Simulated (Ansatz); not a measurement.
Consider the ligand exchange at the Si–O bond: `[SiH3]OB1N[SiH2]1` + `BOCO` → `BOCO[SiH3]` + `OB1N[SiH2]1`.

Program: Ansatz. Geometries: PBE0-D4/def2-TZVP. ΔE: electronic, gas phase. CCSD(T)/CBS adds triple-zeta CCSD(T) − MP2 to the extrapolated MP2 energy (def2 sets, frozen cores). Functionals use def2-TZVPP. B3LYP here is the variant with VWN-RPA as its local correlation; programs differ in this. Each species was taken in one conformer, which may not be the lowest.

| level | ΔE (kJ/mol) | difference from CCSD(T)/CBS |
| --- | --- | --- |
| PBE-D4 | 12.7 | -2.0 |
| r2SCAN-D4 | 14.0 | -0.7 |
| PBE0-D4 | 13.9 | -0.8 |
| B2PLYP | 14.6 | -0.1 |
| PBE | 13.5 | -1.2 |
| r2SCAN | 14.1 | -0.6 |
| PBE0 | 14.5 | -0.2 |
| B3LYP | 14.9 | 0.2 |
| MP2/def2-TZVPP | 13.9 | -0.8 |
| SCS-MP2/def2-TZVPP | 14.7 | 0.0 |
| CCSD/def2-TZVPP | 14.7 | 0.0 |
| HF/def2-QZVPP | 17.9 | 3.2 |
| MP2/def2-QZVPP | 14.1 | -0.6 |
| SCS-MP2/def2-QZVPP | 15.0 | 0.3 |
| HF/CBS(def2) | 17.9 | 3.2 |
| CCSD/CBS(def2) | 14.9 | 0.2 |
| CCSD(T)/CBS | 14.7 | 0 |

Largest T1 diagnostic among the species: 0.013.

In def2-TZVPP, CCSD(T) changes the Hartree–Fock value by −3.1 kJ/mol (the triples alone add −0.2 kJ/mol) and MP2 by −3.7 kJ/mol.
